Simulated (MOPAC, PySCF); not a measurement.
System: InF$_{2}$ (charge 0, doublet). SMILES: [F][In][F]
Geometry from a B3LYP-D3(BJ)/def2-TZVP (Ansatz) optimisation:
```xyz
3

In     0.2297     0.1164     0.0940
F     -0.8133     0.9486    -1.3634
F     -0.4372    -1.5822     0.8518
```
Charge 0, spin multiplicity 2.

Unscaled harmonic wavenumbers (cm⁻¹) in rising order, each level at the stationary point that it reaches from this structure (no distance between atoms moves by over 0.3 Å); the order of modes can differ between levels, and a negative number is imaginary. B3LYP-D3(BJ)/def2-TZVP (PySCF, at the structure above): 118, 528, 550.

PM3 (MOPAC): 131, 683, 714. Zero-point energy 2.2 against 1.7 kcal/mol; where all levels lie over 400 cm⁻¹, the wavenumbers are on average 1.296 times those of B3LYP-D3(BJ)/def2-TZVP.

PM6 (MOPAC): 147, 696, 722. Zero-point energy 2.2 against 1.7 kcal/mol; where all levels lie over 400 cm⁻¹, the wavenumbers are on average 1.316 times those of B3LYP-D3(BJ)/def2-TZVP.
